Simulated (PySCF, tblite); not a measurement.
Parent: `[CH3:1][C@@H:2]1[CH2:3][C@:4]1([CH3:5])[C:6](=[O:7])[Cl:8]` with C3–C4–C6–O7 -20°, C6H9ClO.

Computed geometry: GFN2-xTB, gas phase. One conformer each, not checked by frequencies here.

```csv
coordinate of the parent,value
C1–C2,1.504 Å
C2–C3,1.485 Å
C3–C4,1.521 Å
C4–C5,1.511 Å
C4–C6,1.465 Å
C6=O7,1.191 Å
C6–Cl8,1.777 Å
C2–C4,1.534 Å
C1–C2–C3,121.4°
C1–C2–C4,122.6°
C3–C2–C4,60.5°
C2–C3–C4,61.4°
C3–C4–C5,118.5°
C3–C4–C6,114.7°
C5–C4–C6,118.3°
C2–C4–C3,58.2°
C2–C4–C5,117.1°
C2–C4–C6,116.3°
C4–C6–O7,128.0°
C4–C6–Cl8,113.7°
O7–C6–Cl8,118.3°
```

Task: How does the shared frame change in `[CH3:1][O:2][C@@:3]1([CH3:4])[CH2:5][C@:6]1([CH3:7])[C:8](=[O:9])[Cl:10]` with C1–O2–C3–C4 54°, C5–C6–C8–O9 176°, C7H11ClO2? Atoms pair as C1 = C4, C2 = C3, C3 = C5, C4 = C6, C5 = C7, C6 = C8, O7 = O9, Cl8 = Cl10 (parent first).

Result: 
```csv
parent,relative,value in the relative,change
C1–C2,C4–C3,1.512 Å,+0.008
C2–C3,C3–C5,1.488 Å,+0.003
C3–C4,C5–C6,1.512 Å,-0.009
C4–C5,C6–C7,1.519 Å,+0.008
C4–C6,C6–C8,1.460 Å,-0.005
C6=O7,C8=O9,1.190 Å,-0.001
C6–Cl8,C8–Cl10,1.790 Å,+0.013
C2–C4,C3–C6,1.561 Å,+0.027
C1–C2–C3,C4–C3–C5,120.8°,-0.6
C1–C2–C4,C4–C3–C6,119.9°,-2.7
C3–C2–C4,C5–C3–C6,59.4°,-1.1
C2–C3–C4,C3–C5–C6,62.7°,+1.3
C3–C4–C5,C5–C6–C7,117.6°,-0.9
C3–C4–C6,C5–C6–C8,122.9°,+8.2
C5–C4–C6,C7–C6–C8,111.9°,-6.4
C2–C4–C3,C3–C6–C5,57.9°,-0.3
C2–C4–C5,C3–C6–C7,117.0°,-0.1
C2–C4–C6,C3–C6–C8,119.7°,+3.4
C4–C6–O7,C6–C8–O9,127.2°,-0.8
C4–C6–Cl8,C6–C8–Cl10,115.3°,+1.6
O7–C6–Cl8,O9–C8–Cl10,117.5°,-0.8
```

Of the parent's bonds, C2–C4 changes most (+0.027 Å). Bonds of the relative outside the shared frame: C1–O2 1.415, O2–C3 1.388 Å. Point group C1 → C1.
